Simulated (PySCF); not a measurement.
# Working out the ionisation energy of Mn

Mn [Ar] 3d5 4s2 (6S) → Mn⁺ [Ar] 3d5 4s1 (7S). Calculation: PySCF 2.14, in ANO-RCC-VTZP; the spin-free X2C one-electron Hamiltonian (Gaussian nucleus). Frozen: [Ar]. Energies in hartree (1 hartree = 27.21139 eV):

```csv
part,Mn (lower),Mn⁺ (upper)
UHF,-1157.383382,-1157.162046
CCSD correlation,-0.136565,-0.093241
(T),-0.003898,-0.001213
```

Task: What does Hartree-Fock give?

Result: (-1157.162046) − (-1157.383382) = 0.221336 hartree = 6.023 eV.

Task: What do CCSD and CCSD(T) give?

Result: The CCSD correlation energies differ by 0.043324 hartree = 1.179 eV and the triples by 0.002685 hartree = 0.073 eV, so CCSD gives 7.202 eV and CCSD(T) 7.275 eV.

Measured between the centres of the two terms (NIST): 7.434 eV, so CCSD(T) (valence) is off by -0.159 eV.

What remains against the reference includes basis incompleteness, the frozen core and higher excitations.
